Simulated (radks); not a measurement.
The numbers below are computed, except where a source is named.
All-electron atom: Re in [Xe] 4f14 5d5.75 6s1.25 (fractional occupations, a model configuration). Code: a radial shooting solver on a logarithmic mesh with Libxc functionals. Model: scalar-relativistic Kohn-Sham, PBE, spin-unpolarised, spherical densities, point nucleus. Some entries of the table are withheld. Estimate them.

orbital  occ.  eigenvalue (eV)  r(max) (bohr)
1s          2              (1)        0.01124
2s          2        -12423.93        0.06451
2p          6        -10840.64        0.05303
3s          2        -2875.075         0.1819
3p          6        -2408.298         0.1803
3d         10        -1879.571         0.1469
4s          2        -598.6599         0.4125
4p          6              (2)         0.4330
4d         10        -253.6321         0.4433
5s          2         -83.5991         0.9376
5p          6         -45.4724          1.061
4f         14         -40.6115         0.4168
6s       1.25          -5.4492          2.601
5d       5.75          -4.3207          1.435

Answer. 
(1) 1s eigenvalue (eV): -71666.05
(2) 4p eigenvalue (eV): -445.5849
